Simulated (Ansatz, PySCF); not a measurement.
Two conformers of C4H8O (SMILES C=CCOC), B3LYP-D3(BJ)/def2-TZVP minima.
Conformer 1 (charge 0, multiplicity 1):
```xyz
13

C      1.8402     0.7534    -0.2025
C      1.1368    -0.3657    -0.0972
C      0.0910    -0.6154     0.9482
O     -1.1644    -0.9860     0.3972
C     -1.8229     0.0747    -0.2666
H      2.5993     0.8820    -0.9635
H      1.6858     1.5830     0.4790
H      1.2995    -1.1809    -0.7968
H      0.3852    -1.4582     1.5782
H     -0.0178     0.2688     1.5914
H     -2.7800    -0.3127    -0.6120
H     -2.0017     0.9170     0.4145
H     -1.2509     0.4400    -1.1260
```
Conformer 2 (charge 0, multiplicity 1):
```csv
atom,x (Å),y (Å),z (Å)
C,-2.4470,-0.3160,0.1692
C,-1.3866,0.4538,-0.0292
C,-0.0438,-0.0536,-0.4377
O,0.9357,0.4643,0.4461
C,2.2461,0.0930,0.0811
H,-2.3915,-1.3941,0.0681
H,-3.4096,0.1005,0.4360
H,-1.4597,1.5305,0.0894
H,-0.0279,-1.1523,-0.4317
H,0.1838,0.2732,-1.4652
H,2.3744,-0.9973,0.0967
H,2.5017,0.4578,-0.9226
H,2.9244,0.5403,0.8059
```

No zero-point or thermal terms.

Correlated levels freeze the cores.

Run with Ansatz (a quantum-chemistry and plane-wave program); PySCF for the dispersion terms. Each number belongs to the level named beside it.

Problem. Give the electronic energy of conformer 2 less that of conformer 1 at the level PBE-D4/def2-TZVPP.

Solution. 0.4 kcal/mol
